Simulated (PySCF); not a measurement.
Atom-mapped SMILES (the numbers label the heavy atoms): `[F:1][C:2]([F:3])([F:4])[C@H:5]1[O:6][CH2:7][C:8]1([F:9])[F:10]` (H(Xn): hydrogen on atom n). Ha(C7) is cis to C2 on the ring; Hb(C7) is trans to C2 on the ring.

Isolated molecule, rapidly exchanging positions averaged, relativity neglected, one computed conformer. Shielding tensors at PBE0/pcSseg-1 (GIAO); GFN2-xTB structure; PySCF 2.14.0 with density-fitted response routines.

Scale: $^{13}$C and $^{1}$H against TMS; $^{19}$F against CFCl3; $^{17}$O against H2O (reference shieldings calculated alike).

| atoms | nucleus | count | Hirshfeld charge | δ (ppm) |
| --- | --- | --- | --- | --- |
| C5 | $^{13}$C | 1 | 0.00 | ? |
| Hb(C7) | $^{1}$H | 1 | 0.06 | 5.15 |
| F1/F3/F4 | $^{19}$F | 3 | -0.09 | ? |
| F9 | $^{19}$F | 1 | -0.09 | -115.8 |
| C7 | $^{13}$C | 1 | 0.00 | 85.9 |
| O6 | $^{17}$O | 1 | -0.16 | 2.4 |
| H(C5) | $^{1}$H | 1 | 0.06 | 5.08 |
| Ha(C7) | $^{1}$H | 1 | 0.06 | 5.22 |
| C8 | $^{13}$C | 1 | 0.18 | ? |
| F10 | $^{19}$F | 1 | -0.09 | -122.2 |
| C2 | $^{13}$C | 1 | 0.25 | 131.0 |

Complete the table.

## Answers


- C8: 122.7 ppm, fully substituted sp3 carbon bonded to 2 F; 2 electronegative neighbours deshield it
- C5: 92.3 ppm, sp3 CH bonded to O; the inductive effect lowers its shielding
- F1/F3/F4: -92.8 ppm, fluorine of a CF3 group

Shifts are as computed. Against solution values, carbons near 30 ppm lie about +3 ppm off and those near 130 ppm about +5 ppm. Of 1309 compounds with measured shifts, 239 miss one by over three times the rms of a fit or turn the order of signals round; such compounds aren't used in these exercises. Unscaled 19F shifts against computed CFCl3 carry errors that often reach 10 to 50 ppm. Experimental scales use liquid or dissolved standards, which lie at an offset from isolated H2O (liquid H2O: subtract about 36 ppm).
